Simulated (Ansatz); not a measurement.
The same path of GeH3 + H4OSi (10 atoms, charge 0, multiplicity 2) was run twice with different band settings.

These are results of UKS PBE/def2-SVP (Ansatz 0.2.0), not measurements.

Relaxed end points:

```xyz
10
Properties=species:S:1:pos:R:3
H 1.362 0.297 0.551
O 1.144 0.264 -0.399
Si 0.387 1.641 -1.022
Ge -0.599 -1.835 1.236
H 1.233 2.876 -0.827
H -0.957 1.890 -0.384
H 0.214 1.376 -2.486
H -1.135 -2.525 2.529
H -1.757 -1.117 0.487
H 0.108 -2.866 0.315
```

```xyz
10
Properties=species:S:1:pos:R:3
H 1.289 0.127 0.416
O 1.192 0.235 -0.550
Si 0.397 1.643 -1.040
Ge -0.589 -1.807 1.259
H 1.112 2.882 -0.561
H -1.022 1.701 -0.534
H 0.397 1.606 -2.537
H -1.028 -2.385 2.637
H -1.774 -1.093 0.553
H 0.027 -2.908 0.357
```

Common settings: spring 5.0 eV/Å²; optimiser quadratic models (default); start path through a guess of the saddle point; force threshold 0.03 eV/Å; iteration limit 60; end points relaxed.

| run | movable images | climbing image |
| --- | --- | --- |
| 1 | 7 | yes |
| 2 | 8 | no |

(1) What does each run give, and how far can it be trusted?

Answers

(1) Run 1: converged after 36 iterations, highest image 0.006 eV above the first end. The top lies less than 8 meV above the higher end, about what the thresholds resolve: the motion is nearly free. A vibrational analysis at the climbing image gives no mode beyond 40i cm⁻¹: the surface is too flat there to confirm a saddle point.
Run 2: converged after 32 iterations, highest image 0.012 eV above the first end. No image climbed, so the highest image needn't sit at the top of the path.
